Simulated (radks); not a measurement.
F2+, configuration [He] 2s2 2p2.5 3d0.5 (fractional occupations, a model configuration). All-electron calculation, scalar-relativistic Kohn-Sham, r2SCAN, spin-polarised, spherical densities, finite nucleus; open shells are filled with parallel spins first; meta-GGA in the generalised Kohn-Sham scheme; Fermi nuclear charge, rms radius 2.8976 fm. Program: a radial shooting solver on a logarithmic mesh with Libxc functionals.

Radial electron density D(r) = 4 pi r^2 rho(r):

```
   r/bohr * D(r) (the largest magnitude, 9.71, reaches the edge; | marks zero)
  0.01897 |       *
  0.02411 |           *
   0.0309 |                 *
  0.03928 |                        *
  0.05034 |                                *
  0.06399 |                                         *
    0.082 |                                                 *
   0.1042 |                                                      *
   0.1336 |                                                     *
   0.1712 |                                              *
   0.2176 |                                   *
   0.2789 |                        *
   0.3545 |                    *
   0.4543 |                      *
   0.5775 |                           *
   0.7401 |                            *
   0.9408 |                      *
    1.206 |             *
    1.533 |     *
    1.964 | *
    2.497 |*
    3.199 |*
      4.1 |*
    5.212 *
    6.679 *
    8.491 *
    10.88 *
```

D(r) has 2 maxima, at r = 0.114, 0.683 bohr, and minima at 0.366 bohr, inside which lie 2.19 electrons.
